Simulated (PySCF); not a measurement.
TcH₅⁻ (quartet). Level of theory: UPBE0/[Tc def2-TZVPD with ECP28, H def2-TZVPD], scalar-relativistic core potentials, density fitting, no spin–orbit coupling, PySCF.

Harmonic bands of its minimum:

```json
{"ω (cm⁻¹)": "223", "IR (km/mol, summed over degenerate members)": "204", "degeneracy": "1"}
{"ω (cm⁻¹)": "308", "IR (km/mol, summed over degenerate members)": "0.0", "degeneracy": "2"}
{"ω (cm⁻¹)": "569", "IR (km/mol, summed over degenerate members)": "442", "degeneracy": "2"}
{"ω (cm⁻¹)": "836", "IR (km/mol, summed over degenerate members)": "0.0", "degeneracy": "2"}
{"ω (cm⁻¹)": "1706", "IR (km/mol, summed over degenerate members)": "1409", "degeneracy": "2"}
{"ω (cm⁻¹)": "1759", "IR (km/mol, summed over degenerate members)": "0.0", "degeneracy": "2"}
{"ω (cm⁻¹)": "1869", "IR (km/mol, summed over degenerate members)": "6.5", "degeneracy": "1"}
```

Question: The central atom is Tc. Infer the point group and assign the bands.

Answer: C5v. The modes span 2a1 + 3e2 + 2e1: 223 a1, 308 e2, 569 e1, 836 e2, 1706 e1, 1759 e2, 1869 a1. The computed geometry has Tc–H 1.711 Å (×5); H–Tc–H 71.6° (×5), H–Tc–H 142.4° (×5).

Only a few start shapes were tried, so a lower isomer may exist. Other spin states or occupations of the open shell can lie lower. The lowest empty level of this anion is unbound, so it and the gap depend on the basis.
